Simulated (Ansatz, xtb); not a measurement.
Molecule: sum formula NHTeF, charge -1, multiplicity 1. It need not be the lowest isomer of its formula. Whether it binds its extra electron was not tested at this geometry. SMILES: [Te](F)[NH-]
Geometry from a B3LYP-D3(BJ)/def2-TZVP (Ansatz, a quantum-chemistry and plane-wave program) optimisation:
```xyz
4

Te    -0.0116    -0.0581     0.2966
F      0.4027     1.6560    -0.7926
N     -0.2538    -1.4930    -1.0042
H     -1.2439    -1.4337    -1.2624
```
Charge -1, spin multiplicity 1.

Harmonic wavenumbers from GFN2-xTB (xtb, at its own minimum), cm⁻¹: 139, 337, 582, 687, 1074, 3173.

Task: Give the harmonic wavenumbers at B3LYP-D3(BJ)/def2-TZVP (Ansatz, finite differences of forces, unscaled).

Result: 176, 411, 626, 683, 1084, 3350 cm⁻¹. Zero-point energy 9.0 kcal/mol.

Task: From these and the geometry, give the ideal-gas thermochemistry at 298.15 K and 1 atm (rigid rotor, harmonic oscillator).

Result: Point group C1, rotational symmetry number 1. Rotational constants 12.94, 5.508, 3.918 GHz. S(trans) 41.15, S(rot) 24.56, S(vib) 4.09, S(elec, spin only) 0.00, S 69.8 cal/(mol K). H(298) - H(0) 3.12 kcal/mol; G - E(el) -8.6 kcal/mol.
